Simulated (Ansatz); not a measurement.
Gas-phase electronic energies from Ansatz, PBE0-D4/def2-TZVP geometries. CBS: MP2 limit from def2 TZ/QZ plus the TZ coupled-cluster correction, frozen cores. DFT in def2-TZVPP. HSE06 is defined as in plane-wave codes. One conformer a species, not always the lowest.

Consider the redistribution: `B[SiH](F)OC` + `CN1C[SiH2]1` → `BN1C[SiH2]1` + `CO[SiH](C)F`.

```
             level  ΔE (kcal/mol)  difference from CCSD(T)/CBS
         revPBE-D4          -58.8                          2.4
           BLYP-D4          -60.8                          0.4
            B97M-V          -61.9                         -0.7
        r2SCANh-D4          -62.8                         -1.6
           r2SCANh          -62.8                         -1.6
             HSE06          -60.7                          0.5
     CCSD/def2-SVP          -60.1                          1.1
     HF/def2-TZVPP          -60.1                          1.1
CCSD(T)/def2-TZVPP          -61.0                          0.2
     MP2/CBS(def2)          -63.2                         -2.0
       CCSD(T)/CBS          -61.2                            0
```

Question: What do rigid-rotor, harmonic-oscillator terms from PBE0-D4/def2-TZVP frequencies (298.15 K, 1 bar) make of the CCSD(T)/CBS value? (Best estimate.)

Answer: Ansatz gave: ΔZPE = +0.5 kcal/mol, ΔH = -60.9 kcal/mol, ΔS = -11 J/(mol·K), ΔG = -60.1 kcal/mol.

Largest T1 diagnostic among the species: 0.014.

Leaving LDA and LC-ωPBE aside and taking each functional with its dispersion term where it has one, the values, not all of them listed here, spread over 4.0 kcal/mol, from r2SCAN0-D4 to revPBE-D4. LDA lies −2.9 kcal/mol from PBE without D4. From BLYP to BHLYP (50 % exact exchange), in def2-TZVPP and without D4, ΔE moves by −1.1 kcal/mol. At CCSD(T), def2-SVP lies +0.8 kcal/mol from the extrapolated value and def2-TZVPP +0.2 kcal/mol.
